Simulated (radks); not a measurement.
Question: The lanthanum ion La24+, 33 electrons, occupied as [Ar] 3d10 4s2 4p3 (the NIST ground configuration). All-electron calculation, scalar-relativistic Kohn-Sham, SOGGA, spin-polarised, spherical densities, point nucleus; open shells are filled with parallel spins first (spin-orbit coupling, left out, can overturn this in heavy ions). Program: a radial shooting solver on a logarithmic mesh with Libxc functionals. Some entries of the table are withheld. Estimate them.

orbital,occ.,eigenvalue (eV),<1/r> (bohr^-1),r(max) (bohr)
1s up,1,-39477.65,62.00,0.01608
1s down,1,-39475.89,62.00,0.01608
2s up,1,-6897.661,14.29,0.09091
2s down,1,-6896.626,14.29,0.09091
2p up,3,-6261.495,13.56,0.07307
2p down,3,-6259.928,13.56,0.07309
3s up,1,-2010.273,5.234,0.2588
3s down,1,-2008.493,5.235,0.2589
3p up,3,-1806.808,(1),0.2528
3p down,3,-1804.805,(2),0.2529
3d up,5,-1518.986,4.726,(3)
3d down,5,-1517.069,4.729,(4)
4s up,1,-875.0212,2.419,0.5754
4s down,1,-864.7717,2.422,0.5740
4p up,3,-801.0080,2.296,0.5904
4p down,0,-790.8242,2.297,0.5892

Answer: 
(1) 3p up <1/r> (bohr^-1): 4.970
(2) 3p down <1/r> (bohr^-1): 4.972
(3) 3d up r(max) (bohr): 0.2073
(4) 3d down r(max) (bohr): 0.2073
